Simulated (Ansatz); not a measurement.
Two isomers of CH6BNSi: A = `NB1C[SiH2]1`, B = `CB1N[SiH2]1`.

Program: Ansatz. Geometries: PBE0-D4/def2-TZVP. ΔE: electronic, gas phase. CCSD(T)/CBS is the MP2 limit (def2-TZVPP, def2-QZVPP) plus CCSD(T) − MP2 in def2-TZVPP, frozen cores. Functionals use def2-TZVPP. B3LYP here is the variant with VWN-RPA as its local correlation; programs differ in this. One conformer a species, not always the lowest.

(1) Which is lower in electronic energy at CCSD(T)/CBS, and by how much? (Estimate.)

(2) Give E(B) − E(A) in kcal/mol with PBE0-D4, B3LYP-D4, CCSD(T)/def2-SVP, CCSD(T)/def2-TZVPP, ωB97M-V, BLYP-D4, MP2/def2-TZVPP. (Estimate.)

(3) Does the order hold for the free energy at 298.15 K (harmonic terms from PBE0-D4)? (Best estimate.)

Largest T1 diagnostic: 0.013.

## Answers

(1) Ansatz gave: B, by 15.1 kcal/mol.

(2) Computed: PBE0-D4 -13.4, B3LYP-D4 -14.5, CCSD(T)/def2-SVP -15.2, CCSD(T)/def2-TZVPP -15.2, ωB97M-V -14.7, BLYP-D4 -14.1, MP2/def2-TZVPP -15.8. None reverses the order clearly.

(3) Computed: Yes: G(B) − G(A) = -14.8 kcal/mol, for one conformer each.

Leaving LDA and LC-ωPBE aside and taking each functional with its dispersion term where it has one, the values, not all of them listed here, spread over 2.4 kcal/mol, from B2PLYP to PBE-D4. LDA lies +0.8 kcal/mol from PBE without D4. From BLYP to BHLYP (50 % exact exchange), in def2-TZVPP and without D4, E(B) − E(A) moves by −0.9 kcal/mol.
